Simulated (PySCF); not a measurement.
Simulated Si 2p region for `C(F)(F)(C([SiH3])=O)F`, binding energy against the vacuum level.

Every computed line was given a Gaussian of 1.0 eV full width at half maximum and an area set by the number of equivalent atoms (split 2:1 within a doublet); the highest printed point is 100. Level of theory: PySCF 2.14.0, delta-SCF UKS SCAN, pcX-2 on the ionised atom, pcseg-1 elsewhere, spin-free X2C.

binding energy (eV), intensity and a bar:
```
    106.2          0 
    106.3          1 
    106.4          1 
    106.5          2 #
    106.6          4 #
    106.7          7 ##
    106.8         12 ###
    106.9         18 #####
    107.0         27 ########
    107.1         38 ###########
    107.2         50 ###############
    107.3         63 ###################
    107.4         76 #######################
    107.5         86 ##########################
    107.6         95 ############################
    107.7         99 ##############################
    107.8        100 ##############################
    107.9         97 #############################
    108.0         92 ############################
    108.1         85 #########################
    108.2         76 #######################
    108.3         66 ####################
    108.4         56 #################
    108.5         46 ##############
    108.6         37 ###########
    108.7         28 ########
    108.8         21 ######
    108.9         15 ####
    109.0         10 ###
    109.1          6 ##
    109.2          4 #
    109.3          2 #
    109.4          1 
    109.5          1 
    109.6          0 
    109.7          0
```

Question: How many maxima does the curve show, and how many computed lines lie under it?

Answer: The curve has 1 maximum (at 107.8 eV). Under it lie 2 lines from 1 inequivalent silicon site, drawn as a 2p3/2, 2p1/2 pair. At this width some lines have no maximum of their own.

Question: Decompose the envelope and assign each component. Numbering: `[O:1]=[C:2]([SiH3:3])[C:4]([F:5])([F:6])[F:7]`.

Answer: 
```
position (eV)  relative area      line  atoms   environment
       107.64           0.67  Si 2p3/2    Si3  SiH3 silicon
       108.27           0.33  Si 2p1/2    Si3  SiH3 silicon
```

Question: What are the centre and the root-mean-square width of the whole band?

Answer: The area-weighted mean of the lines is 107.85 eV. Their own spread about it is 0.29 eV (rms) and each Gaussian has σ = 1.0/2.355 = 0.42 eV; the variances add, which gives 0.52 eV.

No satellites, vibrations or lifetime broadening are included. Spin–orbit coupling isn't in the SCF: each 2p doublet comes from a relaxed spin-free hole plus a matrix of the shell (mean-field spin–orbit coupling and the ground-state 2p splitting), with 2p3/2 averaged over its two sublevels. 2p1/2 minus 2p3/2 (ligand field included): Si 0.62 eV. Isolated species at its GFN2-xTB geometry, gas phase.

The run took 44 s of wall time on one thread, Arm Neoverse V1, no GPU (shared host).

The values belong to the conformer `[O:1]=[C:2]([SiH3:3])[C:4]([F:5])([F:6])[F:7]`: O1–C2–C4–F5 17°.
